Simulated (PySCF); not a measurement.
# Radial density of Bi (bismuth, neutral)

M06-2X, [Xe] 4f14 5d10 6s1 6p4, high-spin 4P determinant (an excited configuration). Calculation: PySCF 2.14, in aug-cc-pVTZ-DK3 (9s8p6d3f, 84 functions); scalar relativity by spin-free X2C-1e.

```json
{"r (bohr)": "0.0150", "4πr²ρ (e/bohr)": "108.4", "4πr²(ρα − ρβ)": "0.0092"}
{"r (bohr)": "0.0252", "4πr²ρ (e/bohr)": "108.7", "4πr²(ρα − ρβ)": "0.0224"}
{"r (bohr)": "0.0424", "4πr²ρ (e/bohr)": "154.4", "4πr²(ρα − ρβ)": "0.0309"}
{"r (bohr)": "0.0714", "4πr²ρ (e/bohr)": "131.6", "4πr²(ρα − ρβ)": "-0.0195"}
{"r (bohr)": "0.120", "4πr²ρ (e/bohr)": "143.5", "4πr²(ρα − ρβ)": "0.0527"}
{"r (bohr)": "0.202", "4πr²ρ (e/bohr)": "99.23", "4πr²(ρα − ρβ)": "-0.0013"}
{"r (bohr)": "0.340", "4πr²ρ (e/bohr)": "100.5", "4πr²(ρα − ρβ)": "0.0721"}
{"r (bohr)": "0.571", "4πr²ρ (e/bohr)": "43.02", "4πr²(ρα − ρβ)": "0.1778"}
{"r (bohr)": "0.961", "4πr²ρ (e/bohr)": "23.35", "4πr²(ρα − ρβ)": "-0.0972"}
{"r (bohr)": "1.62", "4πr²ρ (e/bohr)": "6.864", "4πr²(ρα − ρβ)": "1.1491"}
{"r (bohr)": "2.72", "4πr²ρ (e/bohr)": "2.206", "4πr²(ρα − ρβ)": "1.2575"}
{"r (bohr)": "4.57", "4πr²ρ (e/bohr)": "0.3775", "4πr²(ρα − ρβ)": "0.1047"}
{"r (bohr)": "7.69", "4πr²ρ (e/bohr)": "0.01159", "4πr²(ρα − ρβ)": "-0.0031"}
{"r (bohr)": "12.9", "4πr²ρ (e/bohr)": "3.492e-05", "4πr²(ρα − ρβ)": "0.0000"}
```

Densities and radii are taken from the X2C orbitals without a picture-change correction, which distorts them close to the nucleus.

Spin-orbit coupling is strong in this species (close to jj coupling), so the high-spin LS determinant is a model state, not a physical level.

Where is the radial spin density 4πr²(ρα − ρβ) most negative, and why is it negative at all?

Around r = 0.961 bohr, down to -0.0972 e/bohr: exchange with the open shell polarises the paired shells in an unrestricted calculation.
